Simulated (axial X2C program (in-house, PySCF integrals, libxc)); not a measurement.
Nuclear properties of HZrH⁺

Calculated with an in-house all-electron X2C program for linear molecules (integrals from PySCF): two-component X2C with atomic mean-field Coulomb and Gaunt terms, Gaussian nuclei, basis H dyall-v3z, Zr dyall-v3z with contracted cores.

H–Zr–H held linear, with bonds 1.909 and 1.909 Å (near the PBE0 minimum at charge 1 of the determinant lowest at the starting distance; the state shown can have its own minimum elsewhere, held linear; other orders of the atoms were not compared).

Input and command:
```json
{"zs": [1, 40, 1], "q": 1, "bas": ["dyall-v3z", "dyall-v3z", "dyall-v3z"], "r0": [1.86, 1.86], "symm": 1, "scan": ["PBE0", "HF", "TPSSh"], "levels": ["PBE0", "HF", "TPSSh"], "nst": 2}
```
```bash
python solin.py task.json out
```

Keys: zs atomic numbers; q charge; bas basis sets; r0 starting distance in Å; symm equal bonds; scan levels of the two-bond scan; levels methods; nst determinants followed.

Determinant lowest in the PBE0 search, Ω = 3/2 (⟨Sz⟩ = -0.50, ⟨Lz⟩ = 2.00 at PBE0), spin on the atoms H 0.00, Zr -0.49, H 0.00:

| level | A∥/gI H (MHz) | qzz H (a.u.) | A∥/gI Zr (MHz) | qzz Zr (a.u.) |
| --- | --- | --- | --- | --- |
| PBE0 | 2.42 | 0.06 | 618 | -5.25 |
| HF | 2.46 | 0.07 | 601 | -4.91 |
| TPSSh | 2.38 | 0.06 | 656 | -5.26 |

Determinant 0.11 eV from it at PBE0 and this distance, Ω = 5/2 (⟨Sz⟩ = 0.50, ⟨Lz⟩ = 2.00 at PBE0), spin on the atoms H 0.01, Zr 0.49, H 0.01:

```tsv
level	A∥/gI H (MHz)	qzz H (a.u.)	A∥/gI Zr (MHz)	qzz Zr (a.u.)
PBE0	1.22	0.06	44.2	-5.29
HF	1.16	0.07	6.4	-4.93
TPSSh	1.26	0.06	36.5	-5.30
```

A∥ (defined per Ω) follows by multiplying with gI = μI/(I μN); qzz is the electric field gradient, eQq0 = 234.96 MHz × Q/barn × qzz. The operators were transformed with the bare-nucleus X2C matrices; with these basis sets, hyperfine constants and field gradients can be off by tens of per cent, and where levels differ in sign neither size nor sign is settled.

(1) With gI(1H) = 5.5857, gI(91Zr) = -0.5214, Q(91Zr) = -0.176 barn (g factors from the IAEA table of nuclear moments by Stone; Q from Pyykkö, Mol. Phys. 2018), turn the PBE0 values of the first state into constants in MHz.

The molecule was held linear; bending was not examined, so a bent shape may lie lower.

Each state is one determinant with collinear spin. Unrestricted Hartree–Fock can overshoot spin polarisation at the nuclei. The search compared states at one distance, so a state with another bond length can lie lower. PBE0 term energies can be off by some tenths of an eV.

## Answers

(1) A∥(1H) = 2.42 × 5.5857 = 13.5 MHz; A∥(91Zr) = 618 × -0.5214 = -322 MHz; eQq0(91Zr) = 234.96 × (-0.176) × (-5.25) = 217 MHz.
